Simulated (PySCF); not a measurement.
SMILES C([SiH2]OC)O, singlet, GFN2-xTB optimised geometry.

```
13

C      2.37    -0.55     0.00
O      0.97    -0.55     0.00
Si    -0.02     0.72     0.00
C     -1.76    -0.06     0.01
O     -2.75     0.95     0.07
H      2.75    -0.04    -0.88
H      2.70    -1.59    -0.01
H      2.75    -0.05     0.89
H      0.17     1.59    -1.16
H      0.15     1.54     1.21
H     -1.90    -0.77     0.83
H     -1.96    -0.60    -0.92
H     -2.61     1.47     0.87
```

Density from CAM-B3LYP/def2-TZVP in PySCF 2.14.0 at that geometry.

Minimum of the electron density along straight lines between bonded atoms, close to the bond critical point (lines longer than 1.1 times the sum of covalent radii, or with two minima, are not listed):

| bond | length / Å | ρ at the minimum / e bohr⁻³ | ∇²ρ there / e bohr⁻⁵ | position (fraction from the first atom) |
|---|---|---|---|---|
| C1–O2 | 1.395 | 0.264 | -0.52 | 0.35 |
| O2–Si3 | 1.619 | 0.145 | [?] | 0.59 |
| Si3–C4 | 1.899 | 0.124 | 0.12 | 0.39 |
| C4–O5 | 1.423 | 0.255 | -0.55 | 0.36 |
| C1–H6 | 1.092 | 0.285 | -1.01 | 0.65 |
| C1–H7 | 1.090 | 0.287 | -1.03 | 0.65 |
| C1–H8 | 1.092 | 0.285 | -1.01 | 0.65 |
| Si3–H9 | 1.465 | 0.127 | 0.17 | 0.49 |
| Si3–H10 | 1.474 | 0.124 | 0.15 | 0.49 |
| C4–H11 | 1.097 | 0.279 | -0.96 | 0.64 |
| C4–H12 | 1.090 | 0.284 | -1.00 | 0.65 |
| O5–H13 | 0.962 | 0.363 | [?] | 0.80 |

### Question
Fill in the missing entries.

### Answer

- O2–Si3, ∇²ρ there / e bohr⁻⁵: 0.93
- O5–H13, ∇²ρ there / e bohr⁻⁵: -2.44
